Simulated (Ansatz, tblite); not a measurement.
Removing an electron: BMe2(dmap) (C₇H₁₈BNO). The state is a singlet with charge 0. Geometry: PBE-D4/def2-SVP. Ansatz, gas phase; energy differences of separate SCF runs; the oxidised species was run as a doublet alone.

```xyz
28

B     0.9247   -0.2224   -0.4197
C     0.7288    0.4610   -1.8831
H    -0.3192    0.6343   -2.2117
H     1.1621   -0.2447   -2.6241
H     1.2796    1.4181   -2.0119
C     2.4617   -0.2421    0.0693
H     2.6314   -0.8177    1.0031
H     2.8950    0.7737    0.2041
H     3.0788   -0.7307   -0.7146
O     0.2639   -1.5231   -0.2377
C    -1.1136   -1.4188    0.0178
C    -1.9777   -1.9174   -1.1414
C    -1.4001    0.0688    0.3656
N    -0.0797    0.6601    0.7227
C    -0.0538    2.1260    0.5661
C     0.2923    0.2888    2.1078
H    -1.3554   -2.0479    0.9122
H    -1.7282   -2.9727   -1.3651
H    -3.0598   -1.8610   -0.8970
H    -1.7882   -1.3198   -2.0560
H    -1.7803    0.6136   -0.5196
H    -2.1300    0.1989    1.1927
H    -0.7369    2.6170    1.2913
H    -0.3530    2.3934   -0.4622
H     0.9782    2.4865    0.7387
H     0.3632   -0.8113    2.1759
H     1.2798    0.7204    2.3495
H    -0.4635    0.6690    2.8274
```

The xTB rows come from tblite.

```
           level  −HOMO (eV)  vertical IE (eV)  −LUMO (eV)  HOMO–LUMO gap (eV)
        GFN2-xTB        9.36             12.23        1.32                8.05
    HF/def2-TZVP       10.02              7.50       -3.29               13.31
PBE-D4/def2-TZVP        4.97              7.87        0.10                4.87
```

Estimate the rows for GFN1-xTB, PBE0-D4/def2-TZVP.


```json
{"level": "GFN1-xTB", "−HOMO (eV)": "10.78", "vertical IE (eV)": "13.60", "−LUMO (eV)": "4.12", "HOMO–LUMO gap (eV)": "6.66"}
{"level": "PBE0-D4/def2-TZVP", "−HOMO (eV)": "6.42", "vertical IE (eV)": "8.19", "−LUMO (eV)": "-0.70", "HOMO–LUMO gap (eV)": "7.12"}
```

Relaxing the oxidised species (PBE-D4/def2-SVP) changes its energy by -0.44 eV at PBE-D4/def2-TZVP, so the adiabatic ionisation energy to this nearest minimum is 7.43 eV. At PBE0-D4/def2-TZVP it is 7.68 eV.    Raw xTB energy differences between charge states are shifted by several eV; the methods need an empirical correction for them.
